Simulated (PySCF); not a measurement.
Precursor series Zr NH2-H. All species are isolated molecules in the gas phase. One relaxed conformer stands for each flexible species; it need not be the lowest. In the def2 sets, heavy atoms carry core potentials. All members: neutral, multiplicity 1. Level: B3LYP-D3(BJ)/def2-TZVP // BP86-D3(BJ)/def2-SVP (PySCF), beside PBE-D3(BJ)/def2-TZVP // BP86-D3(BJ)/def2-SVP (PySCF) at the same geometries. B3LYP has the VWN-RPA correlation part, as in Gaussian. 

| species | HOMO–LUMO gap, PBE (eV) | HOMO–LUMO gap, B3LYP-D3(BJ) (eV) |
|---|---|---|
| [Zr(NH2)(H)3] | 3.62 | withheld |
| [Zr(H)4] | 3.69 | 5.58 |
| [Zr(NH2)2(H)2] | 3.87 | 5.65 |
| [Zr(NH2)4] | 4.49 | 6.13 |
| [Zr(NH2)3(H)] | 4.78 | 6.46 |

**Question.** Fit y = a + b·x, y being the HOMO–LUMO gap at the first level, to the 4 complete rows by least squares, with x = the PBE value in eV. Give a, b and the rms residual, and predict the withheld value.

**Answer.** Means of the 4 rows: x̄ = 4.2075, ȳ = 5.955 eV. Σ(x − x̄)² = 0.78928 and Σ(x − x̄)(y − ȳ) = 0.63555, so b = 0.805 and a = ȳ − b·x̄ = 2.568 eV. The rms residual is 0.043 eV. At x = 3.62 the line gives 5.48 eV, outside the range of the fitted rows. The run for [Zr(NH2)(H)3] gave 5.49 eV, so the line is off by 0.01 eV, within twice the rms residual.

Codes: PySCF.
